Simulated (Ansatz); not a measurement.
CH$_{8}$AlBGe (`C[B]([AlH2])[GeH3]`), relaxed with RKS PBE0-D4/def2-TZVP in the Gaussian-basis code of Ansatz from a PBE-D4/def2-SVP geometry. The force threshold is 0.005 eV/Å; the program also tests the step.

The species carries charge 0 and has multiplicity 1.

Start:

```xyz
12

C    -1.600   -0.689   -0.284
B    -0.155   -0.087   -0.243
Al    1.017    0.638   -1.854
Ge    0.725    0.117    1.641
H    -1.926   -1.155   -1.235
H    -1.893   -1.330    0.574
H    -2.220    0.241   -0.177
H     2.184   -0.254   -2.515
H     0.860    2.152   -2.384
H    -0.291    0.124    2.824
H     1.646    1.363    1.801
H     1.653   -1.121    1.852
```

Problem. By how much does the energy fall, and how many steps does the optimiser take? (An estimate is asked.)

Solution. Computed: 2.47 kJ/mol, in 15 steps, 1 of them rejected.

Problem. Which bonds change most? (An estimate is asked.)

Solution. Computed: C1–H6 from 1.110 to 1.094 Å; Al3–H9 from 1.612 to 1.595 Å; C1–H7 from 1.123 to 1.107 Å; C1–H5 from 1.108 to 1.092 Å.

Problem. Give the relaxed structure. (Estimate.)

Solution. The calculation gave: 
```xyz
12

C    -1.568   -0.699   -0.282
B    -0.138   -0.081   -0.238
Al    1.002    0.666   -1.859
Ge    0.723    0.115    1.644
H    -1.874   -1.160   -1.223
H    -1.836   -1.352    0.554
H    -2.205    0.199   -0.165
H     2.147   -0.212   -2.538
H     0.811    2.165   -2.369
H    -0.312    0.262    2.780
H     1.730    1.278    1.775
H     1.520   -1.180    1.922
```
